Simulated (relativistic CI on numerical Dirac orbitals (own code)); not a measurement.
Method of calculation: Dirac-Coulomb-Breit CI, separate exchange-only KLI orbitals for each configuration, model QED, unscaled Slater integrals (own radial code, finite nucleus).

The strongest absorption lines from the ground level of an ion, among the configurations computed and to levels below about 987 eV (vacuum wavelength in Å, gf): 22.306 (0.74), 22.549 (0.75), 22.634 (1.1), 24.033 (0.045), 26.562 (0.21), 37.547 (0.74), 37.998 (0.37), 41.578 (0.03).

Question: Which ion is it?
A. Dy L
B. Os LX
C. Lu LV
D. Lu LIII

Answer: C. Lu LV has 17 electrons and the ground level 3s²3p⁵ ²P°3/2; the strongest line goes to 3s²3p⁴3d ²D5/2. The pattern of lines fixes the number of electrons, and along that sequence the line energies rise steadily with the charge (about as its square where n changes within one kind of shell, about linearly where n is kept but much faster in heavy ions where fine structure, which grows about as Z⁴, sets the gap, and irregularly where shells cross), which fixes Z. Configurations outside the model, such as inner-shell arrays, can give stronger lines. At this charge energies of transitions that change n are usually good to better than 1 %, and those within a shell (Δn = 0) to a few per cent.

LS names give the leading component of a level, which can be under half, so a name can repeat, a term be missing and a line seem to break the LS rules.
